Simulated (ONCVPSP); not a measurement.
**Before and after: ONCV potential for Ni (Z = 28)**

ONCVPSP 4.0.1 input, shortened (lines: element, Z, core and valence counts, functional; n l f; lmax; l rc ep ncon nbas qcut; lloc lpopt rc5 dvloc0; l nproj debl; icmod fcfact rcfact), LDA (Perdew-Zunger), fully relativistic:

```
  Ni 28.00    3    3        3      upf
    1    0    2.00
    2    0    2.00
    2    1    6.00
    3    0    2.00
    3    1    6.00
    3    2    8.00
    2
    0    1.05    0.00    3    7    9.70
    1    1.15    0.00    4    7   10.80
    2    0.90    0.00    3    7   18.00
    4    5    0.70    3.00
    0    3    1.50
    1    2    0.50
    2    2    3.90
    0    0.00    0.00
```

Open shells are filled in proportion to 2j + 1.

In the s channel the program set the typed energies aside and used -4.786, 0.250, 1.750 Ha. In the p channel the program set the typed energies aside and used -3.319, 0.250 Ha (j = l + 1/2; the other j can differ).

All-electron outer shells of the reference configuration (LDA (Perdew-Zunger), scalar-relativistic, ld1.x):

```tsv
shell	level (eV)	outermost node (bohr)	outermost maximum (bohr)
3s	-130.27	0.30	0.64
3p	-91.05	0.27	0.65
3d	-28.71	–	0.63
```

Change: d: rc 0.82.

Cutoffs: the cutoffs (Ha) at which the residual kinetic energy of the hardest occupied pseudo-wave falls to 1 and 0.1 mHa per electron; they do not see the model core or the augmentation charge, which bear on the density cutoff. Errors are all-electron minus pseudo energies relative to the spin-unpolarised reference configuration.

Task: How do hardness, ghosts and transferability respond?

Result: The potential gets neither clearly harder nor softer (116 Ha and 132 Ha → 123 Ha and 140 Ha); of the 4 tests that both files solve, the error grows in 0 and shrinks in 1 by more than 15 % and 0.3 meV (median size 1.6 → 1.6 meV); neither file shows a bound ghost.

```csv
quantity,base,changed
"cutoff, loose",116 Ha,123 Ha
"cutoff, tight",132 Ha,140 Ha
loose cutoff by channel,"s 38 Ha, p 42 Ha, d 116 Ha","s 38 Ha, p 42 Ha, d 123 Ha"
bound ghosts,none,none
GHOST(+) flags under 300 eV,none,none
"error for 3s2 3p6 3d8 4s2, meV [ΔE -27.26 eV]",+2.3,+2.2
"error for 3s2 3p6 3d8 4s1, meV [ΔE -17.66 eV]",+0.7,+0.6
"error for 3s2 3p6 3d7, meV [ΔE 37.80 eV]",+5.3,+4.4
"error for 3s2 3p6 3d9 4s1, meV [ΔE -28.89 eV]",-1.0,-0.9
s: phases at 1.06 bohr within 0.05 rad from the reference energy up to (Ha; the scan ends near 5),to the end of the scan,to the end of the scan
p3/2: phases at 1.17 bohr within 0.05 rad from the reference energy up to (Ha; the scan ends near 5),to the end of the scan,to the end of the scan
p1/2: phases at 1.17 bohr within 0.05 rad from the reference energy up to (Ha; the scan ends near 5),to the end of the scan,to the end of the scan
```
